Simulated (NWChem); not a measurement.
System: InH2S2F; SMILES [F][In]([SH])[SH]

The following NWChem deck was run.

```
start job
memory heap 200 mb stack 900 mb global 1100 mb
geometry units angstroms noautosym nocenter noautoz
  In    -0.203028     0.004737     0.000000
  F     -2.150105     0.207706     0.000000
  S      0.987481     2.073295     0.000000
  H     -0.169694     2.774884     0.000000
  S      0.623650    -2.230906     0.000000
  H      1.912008    -1.818487     0.000000
end
basis spherical
  * library def2-svpd
end
ecp
  In library def2-ecp
end
dft
  xc b3lyp
  iterations 150
end
property
  response 1 0.0
end
task dft property
```

Parts of the log:

```
             Northwest Computational Chemistry Package (NWChem) 7.3.0
             --------------------------------------------------------

                             Geometry "geometry" -> ""
                             -------------------------

 Output coordinates in angstroms (scale by  1.889725989 to convert to a.u.)

  No.       Tag          Charge          X              Y              Z
 ---- ---------------- ---------- -------------- -------------- --------------
    1 In                  49.0000    -0.20302800     0.00473700     0.00000000
    2 F                    9.0000    -2.15010500     0.20770600     0.00000000
    3 S                   16.0000     0.98748100     2.07329500     0.00000000
    4 H                    1.0000    -0.16969400     2.77488400     0.00000000
    5 S                   16.0000     0.62365000    -2.23090600     0.00000000
    6 H                    1.0000     1.91200800    -1.81848700     0.00000000

 Effective nuclear repulsion energy (a.u.)     577.5340530157

                                 NWChem DFT Module
                                 -----------------

 Summary of "ao basis" -> "ao basis" (spherical)
 ------------------------------------------------------------------------------
       Tag                 Description            Shells   Functions and Types
 ---------------- ------------------------------  ------  ---------------------
 In                        def2-svpd                12       32   5s4p3d
 F                         def2-svpd                 9       23   4s3p2d
 S                         def2-svpd                11       27   5s4p2d
 H                         def2-svpd                 4        8   2s2p

            General Information
            -------------------
          SCF calculation type: DFT
          Wavefunction type:  closed shell.
          No. of atoms     :     6
          No. of electrons :    64
           Alpha electrons :    32
            Beta electrons :    32
          Charge           :     0
          Spin multiplicity:     1
          Use of symmetry is: off; symmetry adaption is: off
          Maximum number of iterations: 150
          AO basis - number of functions:   125
                     number of shells:    51
          Convergence on energy requested:  1.00D-06
          Convergence on density requested:  1.00D-05
          Convergence on gradient requested:  5.00D-04

              XC Information
              --------------
                         B3LYP Method XC Potential
                     Hartree-Fock (Exact) Exchange  0.200
                        Slater Exchange Functional  0.800 local
                    Becke 1988 Exchange Functional  0.720 non-local
              Lee-Yang-Parr Correlation Functional  0.810
                  VWN I RPA Correlation Functional  0.190 local

             Grid Information
             ----------------
          Grid used for XC integration:  medium
          Radial quadrature: Mura-Knowles
          Angular quadrature: Lebedev.
          Tag              B.-S. Rad. Rad. Pts. Rad. Cut. Ang. Pts.
          ---              ---------- --------- --------- ---------
          In                  1.55      123          12.0       590
          F                   0.50       49          13.0       434
          S                   1.00       88          15.0       590
          H                   0.35       45          15.0       434
          Grid pruning is: on
          Number of quadrature shells:   438
          Spatial weights used:  Erf1

      Superposition of Atomic Density Guess
      -------------------------------------

 Sum of atomic energies:       -1113.04789204

      Non-variational initial energy
      ------------------------------

 Total energy =   -1084.644076
 1-e energy   =   -2171.486769
 2-e energy   =     786.873625
 HOMO         =      -0.327762
 LUMO         =      -0.074778

   convergence    iter        energy       DeltaE   RMS-Dens  Diis-err
 ---------------- ----- ----------------- --------- --------- ---------
 d= 0,ls=0.0,diis     1  -1087.3339980262 -1.39D+03  1.77D-02  8.74D-01
 d= 0,ls=0.0,diis     2  -1086.9575470197  3.76D-01  1.00D-02  5.18D+00
 d= 0,ls=0.0,diis     3  -1087.4408458993 -4.83D-01  2.91D-03  4.91D-02
 d= 0,ls=0.0,diis     4  -1087.4441060296 -3.26D-03  1.46D-03  2.76D-02
 d= 0,ls=0.0,diis     5  -1087.4484976295 -4.39D-03  1.95D-04  4.46D-04
  Resetting Diis
 d= 0,ls=0.0,diis     6  -1087.4485619054 -6.43D-05  3.48D-05  1.74D-05
 d= 0,ls=0.0,diis     7  -1087.4485645152 -2.61D-06  1.51D-05  8.47D-07
 d= 0,ls=0.0,diis     8  -1087.4485644804  3.47D-08  8.29D-06  1.21D-06

         Total DFT energy =    -1087.448564480439
      One electron energy =    -2173.184938456825
           Coulomb energy =      865.176876649258
    Exchange-Corr. energy =      -79.409570320357
 Nuclear repulsion energy =      299.969067647484

 Numeric. integr. density =       63.999993232648

                       DFT Final Molecular Orbital Analysis
                       ------------------------------------

 Vector   30  Occ=2.000000D+00  E=-3.221662D-01
              MO Center=  4.8D-01,  6.8D-02, -5.0D-10, r^2= 6.3D+00
   Bfn.  Coefficient  Atom+Function         Bfn.  Coefficient  Atom+Function
  ----- ------------  ---------------      ----- ------------  ---------------
   103      0.335930  5 S  py                68      0.288282  3 S  py
   100      0.283795  5 S  py                13     -0.252945  1 In py
    65      0.247678  3 S  py                67      0.220609  3 S  px
    38     -0.200599  2 F  py                64      0.179501  3 S  px
    97      0.160324  5 S  py                18      0.140891  1 In d -2

 Vector   31  Occ=2.000000D+00  E=-2.979594D-01
              MO Center=  6.7D-01, -3.0D-01,  2.9D-09, r^2= 5.7D+00
   Bfn.  Coefficient  Atom+Function         Bfn.  Coefficient  Atom+Function
  ----- ------------  ---------------      ----- ------------  ---------------
   104      0.421432  5 S  pz                69      0.370927  3 S  pz
   101      0.325409  5 S  pz                66      0.284488  3 S  pz
    98      0.183014  5 S  pz                63      0.160317  3 S  pz
    14      0.158974  1 In pz                39      0.094589  2 F  pz
    42     -0.064534  2 F  pz               107      0.064490  5 S  pz

 Vector   32  Occ=2.000000D+00  E=-2.842265D-01
              MO Center=  8.0D-01,  1.9D-01,  4.2D-09, r^2= 6.0D+00
   Bfn.  Coefficient  Atom+Function         Bfn.  Coefficient  Atom+Function
  ----- ------------  ---------------      ----- ------------  ---------------
    69      0.447925  3 S  pz               104     -0.400330  5 S  pz
    66      0.344466  3 S  pz               101     -0.307387  5 S  pz
    63      0.193142  3 S  pz                98     -0.172220  5 S  pz
    19     -0.097198  1 In d -1              72      0.078881  3 S  pz
   107     -0.074259  5 S  pz                24      0.034067  1 In d -1

 Vector   33  Occ=0.000000D+00  E=-1.003677D-01
              MO Center=  1.7D-01, -1.5D-02, -1.1D-08, r^2= 6.2D+00
   Bfn.  Coefficient  Atom+Function         Bfn.  Coefficient  Atom+Function
  ----- ------------  ---------------      ----- ------------  ---------------
     4      0.820953  1 In s                  3      0.607978  1 In s
   103     -0.355605  5 S  py                 1     -0.344333  1 In s
    68      0.328839  3 S  py                 5      0.280906  1 In s
    59     -0.226971  3 S  s                100     -0.215854  5 S  py
    94     -0.208089  5 S  s                 65      0.199106  3 S  py

 Vector   34  Occ=0.000000D+00  E=-5.792403D-02
              MO Center= -2.7D-02, -9.1D-03,  1.2D-08, r^2= 4.6D+00
   Bfn.  Coefficient  Atom+Function         Bfn.  Coefficient  Atom+Function
  ----- ------------  ---------------      ----- ------------  ---------------
    17      0.630437  1 In pz                14      0.589706  1 In pz
    69     -0.224280  3 S  pz               104     -0.225263  5 S  pz
    11     -0.155317  1 In pz               101     -0.144997  5 S  pz
    66     -0.144248  3 S  pz                 8     -0.143239  1 In pz
    39      0.139991  2 F  pz                42     -0.105540  2 F  pz

 Vector   35  Occ=0.000000D+00  E=-2.500288D-02
              MO Center=  1.3D+00, -8.8D-02, -4.2D-09, r^2= 9.5D+00
   Bfn.  Coefficient  Atom+Function         Bfn.  Coefficient  Atom+Function
  ----- ------------  ---------------      ----- ------------  ---------------
     5      1.818372  1 In s                 95     -0.785524  5 S  s
    60     -0.656157  3 S  s                 15      0.560428  1 In px
     3     -0.339044  1 In s                105      0.287649  5 S  px
    30     -0.277480  1 In d  0               4     -0.273299  1 In s
    32     -0.270373  1 In d  2              84      0.271508  4 H  s

     Multipole analysis of the density
     ---------------------------------

     L   x y z        total         alpha         beta         nuclear
     -   - - -        -----         -----         ----         -------
     0   0 0 0     -0.000000    -32.000000    -32.000000     64.000000

     1   1 0 0      0.893752     -3.243643     -3.243643      7.381037
     1   0 1 0      0.089535     -0.336439     -0.336439      0.762414
     1   0 0 1      0.000000      0.000000      0.000000      0.000000

     2   2 0 0    -45.524505   -144.145747   -144.145747    242.766990
     2   1 1 0     -1.909791     -5.435173     -5.435173      8.960555
     2   1 0 1     -0.000000     -0.000000     -0.000000      0.000000
     2   0 2 0    -42.286742   -306.477701   -306.477701    570.668659
     2   0 1 1      0.000000      0.000000      0.000000      0.000000
     2   0 0 2    -41.236732    -20.618366    -20.618366      0.000000

 *** CALLING NEW AORESP DRIVER FOR CLOSED AND OPEN SHELLS ***
 Entering AOResponse driver routine

--------------------------------------------------------------------------------

          -----------------------------------------------
          Solving response equations for perturbing field
          -----------------------------------------------

 number of frequencies:     1
 frequency in a.u.:  0.0000000E+00
 Perturbing field: electric
 Using El. Dipole Length Gauge

 Setting up CPKS with frequency omega =      0.00000000 a.u.

 STATIC response

                                NWChem CPHF Module
                                ------------------

  scftype          =     RHF
  nclosed          =       32
  nopen            =        0
  variables        =     2976
  # of vectors     =        3
  tolerance        = 0.10D-03
  level shift      = 0.00D+00
  max iterations   =       50
  max subspace     =       30

 SCF residual:    4.2412230085726995E-004

Iterative solution of linear equations
  No. of variables     2976
  No. of equations        3
  Maximum subspace       30
        Iterations       50
       Convergence  1.0D-04

   iter   nsub   residual    time
   ----  ------  --------  ---------
     1      3    6.88D+00      46.9
     2      6    3.49D+00      58.6
     3      9    1.72D+00      70.6
     4     12    1.21D-01      83.1
     5     15    7.06D-02      94.5
     6     18    4.67D-03     105.3
     7     21    1.26D-03     118.2
     8     24    2.96D-04     130.3
     9     27    5.58D-05     142.6

 Electric Dipole Response Matrix (nonzero elements):

              1        2        3
    1   73.5734   0.5993   0.0000
    2    0.5994 112.1805   0.0000
    3    0.0000   0.0000  61.0148

 ------------------------------------------
 average:        82.25622 + I       0.00000

 DFT Linear Response polarizability / au
 Frequency  =       0.0000000 / au
              X              Y              Z
 -----------------------------------------------
 X      73.5734345      0.5993288      0.0000000
 Y       0.5993617    112.1804832      0.0000001
 Z       0.0000000      0.0000001     61.0147507
 -----------------------------------------------
 Eigenvalues =      73.5641329    112.1897849     61.0147507
 Isotropic   =      82.2562228
 Anisotropic =      46.1969269
 -----------------------------------------------

 Magnetic Dipole Response Matrix (nonzero elements):

 Exiting AOResponse driver routine
```

Level: B3LYP/def2-SVPD with def2 effective core potentials on In. Structure relaxed at the PBE0/def2-SVP level. No frequency run checked for a minimum. def2 effective core potentials on In; no spin-orbit coupling.
